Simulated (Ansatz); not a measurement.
One change: `BC[CH2][SbH2]` becomes `BCCBO`.

Ansatz, PBE0-D4/def2-TZVP geometries, multiplicity 1. Each molecule was computed in one conformer, which needn't be the lowest.

Elements past krypton have def2 core potentials.  Spin–orbit coupling is left out; it splits and shifts lone-pair levels of the heavy atoms by tenths of an eV.

```tsv
property	`BC[CH2][SbH2]`
HOMO energy (ωB97M-V/def2-TZVPP) / eV	-9.02
HOMO–LUMO gap (B3LYP/def2-TZVPP) / eV	5.16
LUMO energy (ωB97M-V/def2-TZVPP) / eV	0.33
HOMO energy (PBE0/def2-TZVPP) / eV	-6.97
HOMO–LUMO gap (ωB97M-V/def2-TZVPP) / eV	9.35
HOMO–LUMO gap (PBE0/def2-TZVPP) / eV	5.52
```

Question: What does the change do to each property? (An estimate is asked.)

Answer: Computed: 
| property | `BCCBO` | shift |
| --- | --- | --- |
| HOMO energy (ωB97M-V/def2-TZVPP) / eV | -10.43 | -1.41 |
| HOMO–LUMO gap (B3LYP/def2-TZVPP) / eV | 6.37 | 1.21 |
| LUMO energy (ωB97M-V/def2-TZVPP) / eV | 0.59 | 0.26 |
| HOMO energy (PBE0/def2-TZVPP) / eV | -8.11 | -1.14 |
| HOMO–LUMO gap (ωB97M-V/def2-TZVPP) / eV | 11.01 | 1.66 |
| HOMO–LUMO gap (PBE0/def2-TZVPP) / eV | 6.80 | 1.28 |

With PBE0 the HOMO falls by 1.14 eV and the LUMO rises by 0.14 eV, so the gap widens by about 1.28 eV. PBE moves the HOMO by -0.72 eV and ωB97M-V by -1.41 eV.

B3LYP here is the variant with VWN-RPA as its local correlation; programs differ in this.

Positive LUMOs are unbound, so they and the gaps depend on the basis.
